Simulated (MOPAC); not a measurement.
Job for MOPAC: AM1 on InCl, a point of a bond scan (R = 4.272 Å).

```
AM1 1SCF PRECISE CHARGE=0 THREADS=1
ClIn

In    -0.00000000 1    -0.00000000 1    -0.62874031 1
Cl     0.00000000 1     0.00000000 1     3.64299531 1
```

Output:

```
*******************************************************************************
 **                                                                           **
 **                              MOPAC v23.2.5                                **
 **                                                                           **
 *******************************************************************************
 ** MOPAC's Digital Object Identifier: https://doi.org/10.5281/zenodo.6511958 **
 **                                                                           **
 ** Please cite the open-source release paper for use of this MOPAC version:  **
 ** J. E. Moussa and J. J. P. Stewart (2026)                                  **
 ** MOPAC: An open-source semiempirical molecular orbital program             **
 ** J. Open Source Softw., 11(119), 8025, https://doi.org/10.21105/joss.08025 **
 *******************************************************************************

                              AM1 CALCULATION RESULTS

 *******************************************************************************
 *  AM1        - The AM1 Hamiltonian to be used
 *
 *
 *
 *                 CHARGE ON SYSTEM = 0
 *
 *
 *
 *  PRECISE    - TIGHTER CRITERIA TO BE USED
 *  1SCF       - DO 1 SCF AND THEN STOP
 *  THREADS=1  - MULTI-THREADING NOT USED
 *  T=         - A TIME OF 172800.0 SECONDS REQUESTED
 *  DUMP=N     - RESTART FILE WRITTEN EVERY 7200.0 SECONDS REQUESTED
 *******************************************************************************
AM1 1SCF PRECISE CHARGE=0 THREADS=1
 ClIn

   ATOM   CHEMICAL          X               Y               Z
  NUMBER   SYMBOL      (ANGSTROMS)     (ANGSTROMS)     (ANGSTROMS)

     1      In         -0.00000000  *  -0.00000000  *  -0.62874031  *
     2      Cl          0.00000000  *   0.00000000  *   3.64299531  *



          CARTESIAN COORDINATES

    NO.       ATOM           X           Y           Z

     1        In         -0.0000     -0.0000     -0.6287
     2        Cl          0.0000      0.0000      3.6430

 Cl: (AM1): M.J.S. DEWAR AND E. G. ZOEBISCH, THEOCHEM, 180, 1 (1988).
 In: (AM1): J. J. P. STEWART, J. MOL. MOD., 10, 155-164 (2004)

           Empirical Formula: In Cl  =     2 atoms



      MOLECULAR POINT GROUP   :   C*v


      RHF CALCULATION, NO. OF DOUBLY OCCUPIED LEVELS = 5


 -------------------------------------------------------------------------------
 AM1 1SCF PRECISE CHARGE=0 THREADS=1
 ClIn



     1SCF WAS SPECIFIED, SO BFGS WAS NOT USED
     SCF FIELD WAS ACHIEVED


                              AM1 CALCULATION
                                                       MOPAC v23.2.5 Linux




          FINAL HEAT OF FORMATION =         64.44215 KCAL/MOL =     269.62594 KJ/MOL


          COSMO AREA              =        110.03 SQUARE ANGSTROMS
          COSMO VOLUME            =         88.89 CUBIC ANGSTROMS

          IONIZATION POTENTIAL    =          7.116957 EV
          HOMO LUMO ENERGIES (EV) =         -7.117 -2.211
          NO. OF FILLED LEVELS    =          5
          MOLECULAR WEIGHT        =        150.2730         POINT GROUP:  C*v

          MOLECULAR DIMENSIONS (Angstroms)

            Atom       Atom       Distance
           Cl     2   In     1     4.27174
           Cl     2   In     1     0.00000
           In     1   Cl     2     0.00000


          SCF CALCULATIONS        =          1





   ATOM   CHEMICAL          X               Y               Z
  NUMBER   SYMBOL      (ANGSTROMS)     (ANGSTROMS)     (ANGSTROMS)

     1      In         -0.00000000  *  -0.00000000  *  -0.62874031  *
     2      Cl          0.00000000  *   0.00000000  *   3.64299531  *

                             CARTESIAN COORDINATES

   1   In       -0.000000000    -0.000000000    -0.628740310
   2   Cl        0.000000000     0.000000000     3.642995310


           Empirical Formula: In Cl  =     2 atoms



      MOLECULAR POINT GROUP   :   C*v


                  EIGENVALUES
 -29.66349 -15.16539  -7.25644  -7.25644  -7.11696  -2.21080  -2.21080  -1.72101


              NET ATOMIC CHARGES AND DIPOLE CONTRIBUTIONS

  ATOM NO.   TYPE          CHARGE      No. of ELECS.   s-Pop       p-Pop
    1         In           0.836111        2.1639     1.99140     0.17249
    2         Cl          -0.836111        7.8361     1.99981     5.83630
 DIPOLE           X         Y         Z       TOTAL
 POINT-CHG.     0.000     0.000   -17.155    17.155
 HYBRID         0.000     0.000     1.138     1.138
 SUM            0.000     0.000   -16.018    16.018


          ATOMIC ORBITAL ELECTRON POPULATIONS

     Atom    s        px        py        pz
    1 In   1.99140   0.00287   0.00287   0.16674
    2 Cl   1.99981   1.99713   1.99713   1.84205

 **********************
 *                    *
 * JOB ENDED NORMALLY *
 *                    *
 **********************




 == MOPAC DONE ==
```

The run finished.

Cost: around 0.020 core-seconds (rough).
